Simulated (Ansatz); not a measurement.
Cartesian coordinates in Å:
```
C 0.3584 0.8902 -1.5154
W 0.7275 -0.1727 0.2685
C -1.0497 -0.7259 1.2603
O 1.5963 -1.5848 -0.1136
O 1.6418 0.8160 1.3085
H -0.1932 1.8086 -1.2871
H 1.2816 1.1668 -2.0304
H -0.2365 0.2685 -2.1935
H -0.8539 -1.2713 2.1867
H -1.6234 0.1734 1.5096
H -1.6488 -1.3688 0.6062
```

Total charge 0; spin multiplicity 1. W: def2 effective core potential.

(1) List the CAM-B3LYP/def2-TZVPP orbital energies in eV (Ansatz). (Best estimate.)

## Answers

(1) Ansatz gave: Occupied: -522.82, -522.82, -278.99, -278.99, -85.23, -48.73, -48.44, -47.99, -27.37, -26.84, -21.58, -21.40, -13.94, -13.87, -13.82, -13.49, -13.33, -12.50, -12.00, -11.99, -11.60, -11.29, -10.27, -10.13. Lowest empty: -1.34, -0.11, 0.70, 1.07, 1.33, 2.15, 2.35, 3.06.
